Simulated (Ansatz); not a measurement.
Mulliken charges of FH3O3SW, SMILES `[OH][W]([OH])([OH])([F])=[S]` from B3LYP/def2-TZVPP in Ansatz (PBE0-D4/def2-TZVP geometry).

```csv
atom,x (Å),y (Å),z (Å),charge (e)
O1,1.606,-0.271,0.800,-0.386
W2,-0.090,0.266,0.148,1.049
O3,-0.902,-1.008,1.236,-0.328
O4,-1.273,-0.194,-1.258,-0.386
F5,0.970,0.882,-1.311,-0.369
S6,-0.679,2.092,1.041,-0.200
H7,2.386,0.029,0.325,0.209
H8,-0.865,-1.964,1.145,0.202
H9,-1.064,0.121,-2.142,0.209
```

Q: By hand: the dipole of these point charges (1 e Å = 4.8032 D).

A: Σ q r = (-0.048, -0.320, 0.054) e Å, of length 0.328 e Å = 1.58 D.

Q: How does the dipole of the full density compare? (Best estimate.)

A: The calculation gave: (0.155, -0.474, -0.235) e Å, 2.65 D; the point charges give 0.60 times that, at 43° from its direction.

Point charges leave out the atoms' own dipoles, such as those of lone pairs, and Mulliken's split depends on the basis, so the two needn't agree.

B3LYP here is the variant with VWN-RPA as its local correlation; programs differ in this.
